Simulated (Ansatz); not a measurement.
## Worked example: the barrier

An elementary step of Si2NH8F3, singlet (Si₂NH₇F₂ ([NH3][SiH]([F])([F])[SiH3]) + HF → SiNH₄F₃ ([NH3][SiH]([F])([F])[F]) + SiH₄; bonds formed: Si1–F9, Si2–H8; bonds broken: Si1–Si2, H8–F9). “Start” is the structure reached by relaxing down from the saddle towards the reactants; PBE0-D4/def2-TZVP structures. The saddle:

Si1  (-0.084, -0.111, -0.415)
Si2  (-0.797, -0.733, 2.017)
F3  (-0.855, -1.282, -1.225)
F4  (1.302, -0.943, -0.189)
H5  (-1.163, 0.911, -0.504)
H6  (1.145, 1.597, -1.730)
N7  (0.770, 0.690, -1.993)
H8  (0.292, 0.628, 1.263)
F9  (0.882, 1.355, 0.640)
H10  (-1.949, 0.037, 2.563)
H11  (-1.318, -2.031, 1.506)
H12  (0.146, -1.041, 3.130)
H13  (1.533, 0.107, -2.324)
H14  (0.095, 0.815, -2.740)
(Å)

Computed with Ansatz 0.2.0 (basis: def2-TZVPP and def2-QZVPP); correlated methods freeze the cores.

Energies in eV:

| quantity | saddle | start |
| --- | --- | --- |
| Hartree–Fock, triple zeta (X = 3) | -25457.09169 | -25458.80890 |
| Hartree–Fock, quadruple zeta (X = 4) | -25458.03874 | -25459.76596 |
| MP2 correlation, X = 3 | -35.15705 | -34.46666 |
| MP2 correlation, X = 4 | -38.20020 | -37.50695 |
| CCSD(T) correlation, X = 3 | -37.45742 | -36.82112 |

(1) Work out the barrier at the basis limit: extrapolate Hartree–Fock as E(X) = E∞ + A exp(−7.88 √X) and the MP2 correlation as E(X) = E∞ + B X^−2.97 (the exponents that Neese and Valeev fitted for def2-TZVPP and QZVPP), then add CCSD(T) − MP2 in triple zeta.

T1 diagnostic: at most 0.013.

Results:

(1) Each step is linear, so take the differences first (saddle − start): Hartree–Fock 1.71721 (X = 3) and 1.72722 (X = 4); MP2 correlation -0.69039 and -0.69325; CCSD(T) correlation -0.63630.
Two points give E∞ = E(4) + w [E(4) − E(3)], with w = 1/(exp(7.88 (2 − √3)) − 1) = 0.1377 for Hartree–Fock and w = 1/((4/3)^2.97 − 1) = 0.7407 for the correlation.
Hartree–Fock: 1.72722 + 0.1377 × 0.01001 = 1.7286 eV.
MP2 correlation: -0.69325 + 0.7407 × (-0.00286) = -0.6954 eV.
CCSD(T) − MP2: -0.63630 − (-0.69039) = 0.0541 eV.
Sum: 1.7286 + (-0.6954) + 0.0541 = 1.0873 eV, or 25.07 kcal/mol. Plain CCSD(T) in triple zeta gives 1.0809 eV, so the larger basis shifts the result by 0.0064 eV.

Labels in which every atom is bracketed show which atoms are joined, not bond orders.

For scale, one of the runs: CCSD(T)/def2-TZVPP, 320 basis functions, launched by `ansatz run in.yaml --threads 5 --pin off --events-out ev --progress --plain --max-ram 66560MiB --backend cuda --devices 0, --max-vram 37GiB`. The run took 21 s on 5 CPU threads of an AMD EPYC 7R13 and a share of one NVIDIA H100 (shared host), with 0.83 GiB of host memory at its peak.
